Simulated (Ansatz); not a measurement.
```yaml
crystal:
  periodic: [false, false, false]
  atoms:
    - {symbol: C, position_ang: [0.674993, 1.412978, 0.022709]}
    - {symbol: C, position_ang: [0.126243, 0.045127, 0.428602]}
    - {symbol: C, position_ang: [1.122609, -1.042729, 0.051760]}
    - {symbol: C, position_ang: [-0.119480, 0.017848, 1.935148]}
    - {symbol: N, position_ang: [-1.152836, -0.246718, -0.222177]}
    - {symbol: In, position_ang: [-1.409272, -0.456996, -2.196230]}
    - {symbol: Cl, position_ang: [0.210861, -0.992862, -3.756310]}
    - {symbol: Cl, position_ang: [-3.570436, -0.370525, -3.025246]}
    - {symbol: H, position_ang: [-0.047874, 2.200831, 0.249796]}
    - {symbol: H, position_ang: [1.606605, 1.644220, 0.546169]}
    - {symbol: H, position_ang: [0.882945, 1.437791, -1.052069]}
    - {symbol: H, position_ang: [0.745748, -2.023767, 0.348122]}
    - {symbol: H, position_ang: [2.081880, -0.874949, 0.545732]}
    - {symbol: H, position_ang: [1.309556, -1.055532, -1.026458]}
    - {symbol: H, position_ang: [0.808472, 0.200410, 2.481624]}
    - {symbol: H, position_ang: [-0.518182, -0.951841, 2.238905]}
    - {symbol: H, position_ang: [-0.835852, 0.791875, 2.226501]}
    - {symbol: H, position_ang: [-1.915981, 0.264861, 0.203421]}
basis:
  gaussian: {orbitals: ANO-RCC-VTZP}
total_charge: 1
magnetization: {spin_polarized: true, initial_magnetization: 1}
hamiltonian: {xc: {name: wB97X}}
accuracy: high
scf: {lower_state_search: full}
output: {forces: true}
```

```sh
$ ansatz run in.yaml --threads 5 --pin off --events-out ev --progress --plain --max-ram 66560MiB --backend cuda --devices 0, --max-vram 37GiB
```

Shortened log:

```
Functional definition: wB97X
8029 factors; integrals over basis functions are off by at most 5.0e-9 eV
1036 factors; integrals over basis functions are off by at most 1.8e-9 eV
mean field evaluation 1: about -190938.0712 eV, gradient 6.0e1 eV
mean field evaluation 2: about -190938.2507 eV, gradient 5.9e1 eV
mean field evaluation 4: about -190952.2130 eV, gradient 2.3e1 eV
mean field evaluation 8: about -190955.5778 eV, gradient 6.9e0 eV
mean field evaluation 16: about -190956.8962 eV, gradient 4.1e-2 eV
mean field evaluation 64: about -190956.8963 eV, gradient 2.6e-5 eV
mean field -190956.89626502 eV, -7017.5365025064 hartree, gradient 3.1e-8 eV, S^2 0.756118; 5 other end points of the search recorded, 0 dependent functions left out
reference -190956.89625562 eV, -7017.5365021608 hartree; 62, 61 occupied and 364, 365 virtual orbitals, 8029 factors
Total energy: -190956.89625562 eV, -7017.5365021608 hartree
Relativity: scalar
Atom 0 at     0.674993     1.412978     0.022709 Å, force    -0.699793     0.805147    -0.887506 eV/Å
Atom 1 at     0.126243     0.045127     0.428602 Å, force     0.243738    -1.367083     1.046196 eV/Å
Atom 2 at     1.122609    -1.042729     0.051760 Å, force     0.046184    -0.302893    -0.417863 eV/Å
Atom 3 at    -0.119480     0.017848     1.935148 Å, force    -0.380315     0.133314     0.377516 eV/Å
Atom 4 at    -1.152836    -0.246718    -0.222177 Å, force     1.364912     1.703119     1.471388 eV/Å
Atom 5 at    -1.409272    -0.456996    -2.196230 Å, force    -0.629437    -1.017662    -3.583980 eV/Å
Atom 6 at     0.210861    -0.992862    -3.756310 Å, force    -0.338545     0.275188     0.705781 eV/Å
Atom 7 at    -3.570436    -0.370525    -3.025246 Å, force     0.673537     0.107815     0.540519 eV/Å
Atom 8 at    -0.047874     2.200831     0.249796 Å, force     0.123045     0.039791     0.017051 eV/Å
Atom 9 at     1.606605     1.644220     0.546169 Å, force    -0.185585    -0.381872     0.079918 eV/Å
Atom 10 at     0.882945     1.437791    -1.052069 Å, force     0.083038     0.067516     0.052746 eV/Å
Atom 11 at     0.745748    -2.023767     0.348122 Å, force     0.104607     0.039362     0.023274 eV/Å
Atom 12 at     2.081880    -0.874949     0.545732 Å, force    -0.176568     0.036685    -0.011906 eV/Å
Atom 13 at     1.309556    -1.055532    -1.026458 Å, force     0.071607    -0.027018     0.039295 eV/Å
Atom 14 at     0.808472     0.200410     2.481624 Å, force    -0.079341    -0.045540    -0.164483 eV/Å
Atom 15 at    -0.518182    -0.951841     2.238905 Å, force     0.084080     0.057538     0.048477 eV/Å
Atom 16 at    -0.835852     0.791875     2.226501 Å, force     0.061475    -0.028210     0.045789 eV/Å
Atom 17 at    -1.915981     0.264861     0.203421 Å, force    -0.366639    -0.095194     0.617788 eV/Å
Dipole moment:     0.486615     0.441486     1.601353 e Å
```

It took 5.6 min on 5 threads of an AMD EPYC 7R13 on a shared host and a share of an NVIDIA H100 80 GB, with 3.5 GiB of host memory at the peak.
